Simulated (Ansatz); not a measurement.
The same path of CH4Zn + ClH (8 atoms, charge 0, multiplicity 1) was run twice with different band settings. Lost on the way: Zn1–H2, H4–Cl5. Made: Zn1–Cl5, H2–H4.

Theory: Ansatz 0.2.0, RKS PBE0-D4/def2-SVP.

Relaxed end points:

```xyz
8
Properties=species:S:1:pos:R:3
Zn 0.133 0.618 -0.498
H -0.659 1.778 -1.200
C 1.217 -0.772 0.311
H -2.205 1.206 -0.418
Cl -2.793 0.346 0.370
H 2.036 -0.347 0.915
H 1.670 -1.427 -0.451
H 0.601 -1.401 0.973
```

```xyz
8
Properties=species:S:1:pos:R:3
Zn -0.743 -0.423 0.476
H -0.761 2.214 -1.482
C 1.133 -0.867 0.400
H -1.353 1.895 -1.120
Cl -2.812 0.047 0.573
H 1.748 -0.009 0.712
H 1.426 -1.144 -0.624
H 1.362 -1.714 1.065
```

Common settings: movable images 7; climbing image yes; optimiser quadratic models (default); start path through a guess of the saddle point; force threshold 0.05 eV/Å; iteration limit 60; end points relaxed.

| run | spring |
| --- | --- |
| 1 | 5.0 eV/Å² |
| 2 | 0.5 eV/Å² |

Question: What does each run give, and how far can it be trusted?

Answer: Run 1: converged after 8 iterations, highest image 0.171 eV above the first end. A vibrational analysis at the climbing image gives 2 clearly imaginary modes (621i, 41i cm⁻¹): a point of higher order, so a lower path passes nearby.
Run 2: converged after 8 iterations, highest image 0.171 eV above the first end. Another band between the same ends (7 images) ends at a top of the same energy, where a vibrational analysis finds 2 clearly imaginary modes.
The orbitals stay closed-shell, which can raise the energy where a bond breaks towards radicals; this wasn't checked here.
